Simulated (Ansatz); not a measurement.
MF5 with several metals: PBE0-D4/def2-TZVP single points in Ansatz on relaxed structures, gas phase. Core potentials for Nb, Ta, no spin–orbit coupling. Binding counts from free atoms in the multiplicity of their measured ground term, without zero-point energy. A dash marks a value that wasn't run or was left out as unsound. The structures are stationary points that may keep the symmetry of their start. Remarks come from the PBE and PBE0 runs and from stability tests at other levels; not every state was tested. HOMO above LUMO (over both spins in singlets and doublets, within one spin in higher multiplets; at PBE or PBE0), or a gap under 0.15 eV within one spin, warns that the state may not be the lowest or that an electron is smeared out.

Q: Estimate the order by gap (eV), lowest first.
A. VF5 (singlet)
B. TaF5 (singlet)
C. NbF5 (singlet)

A: A (6.71), C (8.76), B (9.69).

In full:

```tsv
species	atoms	state	geometry	HOMO (eV)	LUMO (eV)	gap (eV)	vertical IE (eV)	vertical triplet (eV)	binding per atom (eV)	point group (within 0.1 Å)	remarks
NbF5	6	singlet	r2SCAN-D4/def2-SVP	-12.31	-3.55	8.76	14.64	6.47	4.79	D3h	gap within one spin near zero at PBE or PBE0 (+1 doublet), HOMO above LUMO (+1 doublet), gap within one spin near zero at PBE or PBE0 (triplet)
TaF5	6	singlet	PBE0-D4/def2-SVP	-12.27	-2.57	9.69	14.61	–	5.12	D3h	gap within one spin near zero at PBE or PBE0 (+1 doublet), HOMO above LUMO (+1 doublet), gap within one spin near zero at PBE or PBE0 (triplet)
VF5	6	singlet	PBE0-D4/def2-SVP	-12.31	-5.60	6.71	14.72	3.83	–	D3h	gap within one spin near zero at PBE or PBE0 (+1 doublet), HOMO above LUMO (+1 doublet), gap within one spin near zero at PBE or PBE0 (triplet)
```

The gap (eV) runs from 6.71 (VF5) to 9.69 (TaF5). The vertical IE (eV) runs from 14.61 (TaF5) to 14.72 (VF5).
